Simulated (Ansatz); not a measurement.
A nudged elastic band was laid between two geometries of ClGaH₅NOS (10 atoms, charge 0, multiplicity 1).

Level of theory: Ansatz 0.2.0, RKS PBE0/def2-SVP.

```yaml
movable_images: 7
climbing_image: yes
spring: 5.0 eV/Å²
optimiser: quadratic models (default)
start_path: through a guess of the saddle point
force_threshold: 0.03 eV/Å
iteration_limit: 60
end_points: relaxed
```

First end point:

```xyz
10
Properties=species:S:1:pos:R:3
Ga -0.018 -0.207 0.401
N 0.032 0.022 2.231
H -0.848 0.349 2.624
H 0.774 0.627 2.575
Cl 1.494 0.660 -0.890
O -1.622 -0.597 -0.309
H -1.679 -0.398 -1.248
S 0.733 -2.739 0.589
H -0.569 -3.039 0.373
H 0.522 -2.451 1.897
```

Last end point:

```xyz
10
Properties=species:S:1:pos:R:3
Ga 0.134 -0.773 0.133
N 0.091 -0.279 2.148
H -0.861 0.034 2.350
H 0.738 0.489 2.328
Cl 1.634 0.673 -0.534
O -1.604 -0.321 -0.067
H -1.899 -0.276 -0.981
S 0.764 -2.906 -0.014
H -0.504 -3.354 0.121
H 0.327 -1.061 2.759
```

Question: Which bonds break or form, and what moves?

Answer: Bonds broken: S8–H10. Bonds formed: N2–H10.

Question: Give the energies along the band, and the barrier.

Answer: It converged. The highest image is number 2 of 0 to 8, 0.5 kcal/mol above the first end and 33.5 kcal/mol above the last; the last end lies 32.9 kcal/mol below the first. A vibrational analysis at the climbing image gives one clearly imaginary mode, 253i cm⁻¹: a first-order saddle point. The orbitals stay closed-shell, which can raise the energy where a bond breaks towards radicals; this wasn't checked here.

```json
{"image": "0", "path coordinate (Å)": "0.00", "energy (kcal/mol)": "0.0", "S8–H10 (Å)": "1.36", "N2–H10 (Å)": "2.54"}
{"image": "1", "path coordinate (Å)": "0.48", "energy (kcal/mol)": "0.1", "S8–H10 (Å)": "1.37", "N2–H10 (Å)": "2.17"}
{"image": "2", "path coordinate (Å)": "0.95", "energy (kcal/mol)": "0.5", "S8–H10 (Å)": "1.45", "N2–H10 (Å)": "1.70"}
{"image": "3", "path coordinate (Å)": "1.30", "energy (kcal/mol)": "-5.2", "S8–H10 (Å)": "1.73", "N2–H10 (Å)": "1.32"}
{"image": "4", "path coordinate (Å)": "1.65", "energy (kcal/mol)": "-22.8", "S8–H10 (Å)": "2.10", "N2–H10 (Å)": "1.07"}
{"image": "5", "path coordinate (Å)": "2.00", "energy (kcal/mol)": "-29.4", "S8–H10 (Å)": "2.50", "N2–H10 (Å)": "1.03"}
{"image": "6", "path coordinate (Å)": "2.35", "energy (kcal/mol)": "-31.6", "S8–H10 (Å)": "2.83", "N2–H10 (Å)": "1.02"}
{"image": "7", "path coordinate (Å)": "2.70", "energy (kcal/mol)": "-32.6", "S8–H10 (Å)": "3.12", "N2–H10 (Å)": "1.02"}
{"image": "8", "path coordinate (Å)": "3.05", "energy (kcal/mol)": "-32.9", "S8–H10 (Å)": "3.36", "N2–H10 (Å)": "1.02"}
```

Question: What is the geometry of the highest image?

Answer: 
```xyz
10
Properties=species:S:1:pos:R:3
Ga -0.020 -0.285 0.260
N 0.077 -0.215 2.153
H -0.807 -0.006 2.616
H 0.787 0.404 2.542
Cl 1.534 0.692 -0.881
O -1.690 -0.408 -0.365
H -1.758 -0.330 -1.322
S 0.731 -2.690 0.696
H -0.555 -3.108 0.699
H 0.523 -1.827 1.845
```

Question: What are the harmonic wavenumbers there?

Answer: 253i, 82, 126, 147, 177, 222, 246, 277, 402, 468, 487, 583, 622, 706, 777, 789, 830, 1276, 1533, 1731, 2716, 3546, 3644, 3920 cm⁻¹.

Time of the run: 3.2 min on 4 threads of Intel(R) Xeon(R) Platinum 8488C (Sapphire Rapids), with other jobs on the host, peak memory 0.38 GiB.
